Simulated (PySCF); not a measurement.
pentafluorosilicate (F₅Si), SMILES F[Si-](F)(F)(F)F, charge -1.

Coordinates come from a TPSSh-D3(BJ)/def2-SVPD optimisation.

These are PySCF 2.14.0 with TPSSh-D3(BJ)/def2-SVPD values and carry that method's errors.

Frequencies are harmonic and unscaled.

Modes within 1.5 cm⁻¹ of each other (mostly degenerate sets) share a row, with their intensities summed.

Computed vibrational spectrum:
| mode | ν (cm⁻¹) | IR (km/mol) | moving atoms (share of kinetic energy) |
|---|---|---|---|
| 1–2 | 131 | 0.2 | F 100 % |
| 3–4 | 384 | 0.0 | F 100 % |
| 5–6 | 418 | 67.8 | F 80 %, Si 20 % |
| 7 | 446 | 41.1 | F 83 %, Si 17 % |
| 8 | 528 | 0.0 | F 100 % |
| 9 | 667 | 0.0 | F 100 % |
| 10 | 828 | 395.3 | Si 60 %, F 40 % |
| 11–12 | 863 | 553.4 | Si 56 %, F 44 % |
